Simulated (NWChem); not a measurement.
# C$_{3}$H$_{3}$NO; SMILES c1cocn1

All runs: NWChem. Pople sets run with spherical d functions. Structure relaxed at the PBE0/def2-SVP level. B3LYP is NWChem's, with the RPA form of VWN correlation.

For level B3LYP/def2-SVP:

```
Item              Value
----------------  -----
orbital gap (eV)   6.86
```

Task: Estimate the same quantities for level B3LYP/6-311++G**.

Result: 
| Property | Result |
|---|---|
| orbital gap (eV) | 6.63 |
